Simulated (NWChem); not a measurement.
System: BiH3; SMILES [BiH3]

All runs: NWChem. Medium grid unless said otherwise, to which SCAN and Minnesota functionals are sensitive. Geometry: optimised at PBE0-D3(BJ)/def2-TZVP. def2 effective core potentials on Bi; no spin-orbit coupling. Hybrids' shares of exact exchange are those that their runs print; pure functionals count as 0. The functionals differ in more than this share.

```csv
row,share of exact exchange,highest occupied level (eV)
PBE/def2-TZVP,0.00,-6.70
SCAN/def2-TZVP,0.00,-6.94
TPSSh/def2-TZVP,0.10,-7.21
B3LYP/def2-TZVP,0.20,-7.56
M06/def2-TZVP,0.27,withheld
```

### Question
Fit a straight line of the last column on the one before it, predict the withheld value, and compare with the run.

### Answer

1. Means of the 4 shown rows: x = 0.075, y = -7.103. Slope Σ(x − x̄)(y − ȳ)/Σ(x − x̄)² = -0.1022/0.02750 = -3.718; intercept -6.824.
2. The shown rows scatter about the line by 0.085 (root mean square); the largest residual is +0.12, at PBE/def2-TZVP.
3. At x = 0.27 (M06/def2-TZVP; beyond the shown range) the line gives -7.83.
4. The run gives -7.44, +0.39 from the line, 4.6 times the scatter.
